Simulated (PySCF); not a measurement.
**Bond curve of ZnN**

Set-up: basis Zn def2-SVPD, N def2-SVPD; no relativity; PySCF 2.14. Energies in eV from Zn + N in their ground configurations at the same level. All curves are PBE0. state 1: ⁴Σ⁻ (quartet), unpaired electrons σ ↑, π ↑↑; state 2: Ms = 0.5 determinant of mixed spin (⟨S²⟩ near 1.8), unpaired electrons σ ↓, π ↑↑, a second solution, started from another occupation; state 3: Ms = 0.5 determinant of mixed spin (⟨S²⟩ near 1.8), unpaired electrons σ ↑, π ↑↓, a mixture of terms (⟨Lz²⟩ = 2.0), a second solution, started from another occupation; state 4: Ms = 0.5 determinant of mixed spin (⟨S²⟩ near 1.1), unpaired electrons π ↑, a second solution, started from another occupation.

```json
{"R (Å)": "1.741", "state 1": "-0.2172", "state 2": "0.0816", "state 3": "0.4911", "state 4": "0.2190"}
{"R (Å)": "1.822", "state 1": "-0.4758", "state 2": "-0.1581", "state 3": "0.2527", "state 4": "0.1708"}
{"R (Å)": "1.903", "state 1": "-0.6072", "state 2": "-0.2616", "state 3": "0.1450", "state 4": "0.2300"}
{"R (Å)": "1.963", "state 1": "-0.6488", "state 2": "-0.2762", "state 3": "0.1238", "state 4": "0.3213"}
{"R (Å)": "2.024", "state 1": "-0.6570", "state 2": "-0.2521", "state 3": "0.1382", "state 4": "0.4398"}
{"R (Å)": "2.085", "state 1": "-0.6422", "state 2": "-0.2001", "state 3": "0.1776", "state 4": "0.5767"}
{"R (Å)": "2.166", "state 1": "-0.6002", "state 2": "-0.1014", "state 3": "0.2550", "state 4": "0.7764"}
{"R (Å)": "2.267", "state 1": "-0.5302", "state 2": "0.0480", "state 3": "0.3715", "state 4": "1.0372"}
{"R (Å)": "2.388", "state 1": "-0.4414", "state 2": "0.2380", "state 3": "0.5157", "state 4": "1.3455"}
{"R (Å)": "2.550", "state 1": "-0.3361", "state 2": "0.4729", "state 3": "0.6872", "state 4": "1.7193"}
```

Put a parabola through the three lowest points of the state 1 curve and estimate Re, k and ωe (reduced mass 11.49 u; 1 eV/Å² = 0.16022 mdyn/Å; ωe = 1302.8·√(k/μ) cm⁻¹).

Through R = 1.963, 2.024, 2.085 Å the second-order coefficient is 3.09 eV/Å², so Re ≈ 2.015 Å, k ≈ 0.990 mdyn/Å and ωe ≈ 382 cm⁻¹. A polynomial fit of higher order to the unrounded PBE0 energies gives Re = 2.012 Å, k = 1.07 mdyn/Å, ωe = 398 cm⁻¹; anharmonicity and rounding make the difference.

The higher-order fit for each curve: state 1: Re = 2.012 Å, ωe = 398 cm⁻¹, De = 0.66 eV; state 2: Re = 1.953 Å, ωe = 510 cm⁻¹, minimum 0.277 eV below the ground-state fragments; state 3: Re = 1.966 Å, ωe = 474 cm⁻¹, minimum 0.124 eV above the ground-state fragments; state 4: Re = 1.812 Å, ωe = 634 cm⁻¹, minimum 0.170 eV above the ground-state fragments.

The state was picked by a PBE0 search and need not be the measured ground state.
